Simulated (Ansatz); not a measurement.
Calculated with Ansatz (gas phase, PBE0-D4/def2-TZVP geometries, no zero-point term in ΔE). CCSD(T)/CBS adds triple-zeta CCSD(T) − MP2 to the extrapolated MP2 energy (def2 sets, frozen cores). DFT in def2-TZVPP. B3LYP here is the variant with VWN-RPA as its local correlation; programs differ in this. def2 core potentials past Kr. For Te, Zn outer-core shells are correlated without core-valence functions, which leaves a few kJ/mol of doubt a bond. Scalar relativity is left out up to krypton. One conformer a species, not always the lowest.

Consider the redistribution: `[CH3][Al]([CH3])[TeH]` + `B[CH2][Zn][CH3]` → `[CH3][Zn][TeH]` + `B[CH2][Al]([CH3])[CH3]`.

`[CH3][Al]([CH3])[TeH]`:

Z-matrix (Å, degrees):
```
C
Al 1 1.950
H 1 1.095 2 110.7
H 1 1.095 2 110.3 3 -117.9
H 1 1.092 2 113.0 3 121.4
C 2 1.951 1 123.5 3 52.8
Te 2 2.542 1 119.9 3 -127.4
H 6 1.092 2 113.1 1 177.7
H 6 1.095 2 110.6 1 56.5
H 6 1.095 2 110.5 1 -61.4
H 7 1.657 2 91.7 1 0.5
```

`B[CH2][Zn][CH3]`:

```xyz
11

B     0.709    1.808    0.727
C     0.443    0.577    1.536
Zn   -0.159   -0.455   -0.072
C    -0.768   -1.583   -1.526
H    -0.167    2.605    0.510
H     1.772    1.975    0.189
H     1.273   -0.031    1.903
H    -0.434    0.524    2.185
H     0.064   -1.847   -2.183
H    -1.522   -1.065   -2.123
H    -1.210   -2.508   -1.148
```

`[CH3][Zn][TeH]`:

```xyz
7

C     1.046    0.783    0.494
Zn   -0.538   -0.276    0.110
Te   -2.571   -1.634   -0.378
H     1.655    0.299    1.260
H     1.651    0.895   -0.409
H     0.765    1.777    0.847
H    -2.008   -1.844   -1.924
```

`B[CH2][Al]([CH3])[CH3]`:

Z-matrix (Å, degrees):
```
C
Al 1 2.003
B 1 1.502 2 100.8
H 1 1.093 2 102.2 3 122.2
H 1 1.095 2 100.8 3 -121.1
C 2 1.949 1 119.2 3 83.4
C 2 1.950 1 117.6 3 -100.0
H 3 1.202 1 120.9 2 -85.7
H 3 1.202 1 120.8 2 88.1
H 6 1.093 2 113.0 1 11.9
H 6 1.097 2 109.6 1 -107.4
H 6 1.094 2 112.2 1 134.7
H 7 1.097 2 110.4 1 -74.3
H 7 1.093 2 112.9 1 166.0
H 7 1.094 2 111.5 1 43.8
```

| level | ΔE (kJ/mol) |
| --- | --- |
| PBE-D4 | -1.8 |
| ωB97M-V | -7.6 |
| PBE0 | -4.5 |
| B3LYP | -8.5 |
| HF/def2-TZVPP | -17.9 |
| SCS-MP2/def2-TZVPP | 4.0 |
| CCSD(T)/def2-TZVPP | 3.4 |
| MP2/CBS(def2) | -0.1 |

Question: What does CCSD(T)/CBS give? (Best estimate.)

Answer: Computed: -3.5 kJ/mol. The listed levels differ from it by 1.7, -4.1, -1.0, -5.0, -14.4, 7.5, 6.9, 3.4 kJ/mol.

Largest T1 diagnostic among the species: 0.013.

In def2-TZVPP, CCSD(T) changes the Hartree–Fock value by +21.4 kJ/mol (the triples alone add +3.3 kJ/mol) and MP2 by +24.7 kJ/mol.
